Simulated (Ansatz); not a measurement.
A structure relaxed at PBE0-D4/def2-TZVP, charge 0, multiplicity 1:

```xyz
9

C     0.249   -2.234    1.790
C     0.370   -1.439    0.893
Sn    0.583   -0.091   -0.639
Cl    0.255   -1.174   -2.644
Cl    2.742    0.707   -0.643
C    -0.716    1.493   -0.514
C    -1.476    2.425   -0.444
H     0.142   -2.938    2.584
H    -2.149    3.250   -0.383
```

Give its formula and SMILES.

C4H2Cl2Sn, `C#[C][Sn]([Cl])([Cl])[C]#C`.

Point group (tolerance 0.08 Å, 0.16 Å for H)?

C2v.

Summarise the bond lengths by kind.

2 × C–C 1.204 Å; 2 × C–H 1.067 Å; 2 × C–Sn 2.052 Å; 2 × Cl–Sn 2.302 Å.

Program: Ansatz 0.2.0.
